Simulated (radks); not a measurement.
Values are calculated unless marked as measured or tabulated.
Cr, configuration [Ar] 3d5 4s1 (the NIST ground configuration).

Level of theory: scalar-relativistic Kohn-Sham, r2SCAN, spin-polarised, spherical densities, finite nucleus; open shells are filled with parallel spins first; meta-GGA in the generalised Kohn-Sham scheme; Fermi nuclear charge, rms radius 3.6452 fm (a radial shooting solver on a logarithmic mesh with Libxc functionals).

Energy parts (eV):
part                      energy
total                 -28598.056
kinetic                28888.779
electron-nucleus      -68267.899
Hartree                12117.409
exchange-correlation   -1336.346

Orbitals (lengths in bohr, moments of r in powers of bohr; r(90%) holds 90 % of the orbital's charge):
| orbital | occ. | eigenvalue (eV) | <r> | r(90%) |
|---|---|---|---|---|
| 1s down | 1 | -5901.479 | 0.06356 | 0.114 |
| 1s up | 1 | -5901.459 | 0.06356 | 0.114 |
| 2s up | 1 | -674.6353 | 0.2927 | 0.454 |
| 2s down | 1 | -672.5837 | 0.2920 | 0.453 |
| 2p up | 3 | -565.2696 | 0.2600 | 0.426 |
| 2p down | 3 | -563.6977 | 0.2593 | 0.425 |
| 3s up | 1 | -77.7544 | 0.9025 | 1.35 |
| 3s down | 1 | -72.1300 | 0.9051 | 1.36 |
| 3p up | 3 | -48.0447 | 0.9678 | 1.50 |
| 3p down | 3 | -42.3809 | 0.9698 | 1.50 |
| 4s up | 1 | -4.7194 | 3.283 | 4.99 |
| 3d up | 5 | -3.8709 | 1.461 | 2.67 |

The highest occupied level is 3d up at -3.871 eV. Summed over all electrons, <r^2> = 36.74 bohr^2, which gives a Langevin (diamagnetic) susceptibility term of -29.1 x 10^-6 cm^3/mol.
